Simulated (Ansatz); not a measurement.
`C=C=C(O)[SiH2]O` and `C=C=C(O)[SiH3]` differ in one atom or group.

Ansatz, PBE0-D4/def2-TZVP geometries, multiplicity 1. Each molecule was computed in one conformer, which needn't be the lowest.

| property | `C=C=C(O)[SiH2]O` |
| --- | --- |
| size of the dipole moment (ωB97M-V/def2-TZVPP) / D | 1.95 |
| HOMO energy (PBE0/def2-TZVPP) / eV | -6.87 |
| LUMO energy (ωB97M-V/def2-TZVPP) / eV | 1.34 |
| HOMO energy (PBE/def2-TZVPP) / eV | -5.63 |
| LUMO energy (PBE0/def2-TZVPP) / eV | -0.60 |
| HOMO energy (B3LYP/def2-TZVPP) / eV | -6.66 |

Q: Give the same properties after the change, and the shifts. (Best estimate.)

A: Computed: 
```tsv
property	`C=C=C(O)[SiH3]`	shift
size of the dipole moment (ωB97M-V/def2-TZVPP) / D	1.59	-0.36
HOMO energy (PBE0/def2-TZVPP) / eV	-6.82	0.05
LUMO energy (ωB97M-V/def2-TZVPP) / eV	1.41	0.07
HOMO energy (PBE/def2-TZVPP) / eV	-5.60	0.03
LUMO energy (PBE0/def2-TZVPP) / eV	-0.56	0.04
HOMO energy (B3LYP/def2-TZVPP) / eV	-6.61	0.05
```

Dipoles are sizes alone; their direction can turn.

B3LYP here is the variant with VWN-RPA as its local correlation; programs differ in this.
